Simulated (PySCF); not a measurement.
Computed Raman spectrum (relative Raman activity) of a molecule CH6FNOSi2. Coordinates come from a PBE0-D3(BJ)/def2-SVP optimisation. Other conformers were not sampled. Level of theory: PBE0-D3(BJ)/def2-SVP (PySCF). Frequencies are harmonic and unscaled.

| ν (cm⁻¹) | relative intensity |
|---|---|
| 369 | 3.0 |
| 422 | 9.6 |
| 436 | 3.8 |
| 614 | 6.3 |
| 654 | 2.7 |
| 703 | 2.5 |
| 754 | 7.3 |
| 821 | 3.2 |
| 831 | 4.5 |
| 893 | 2.6 |
| 903 | 2.7 |
| 1200 | 3.5 |
| 1457 | 9.1 |
| 1539 | 4.4 |
| 2224 | 100 |
| 2251 | 99 |
| 3044 | 88 |
| 3104 | 64 |
| 3619 | 90 |
| 3723 | 52 |

**Question.** Which structure fits?
A. N[Si@@H]1OC[Si@@H]1F
B. O[Si@@]1(F)NC[SiH2]1
C. O[Si@]1(F)CN[SiH2]1
D. C[Si@@H]1N[Si@H](F)O1

**Answer.** A, N[Si@@H]1OC[Si@@H]1F
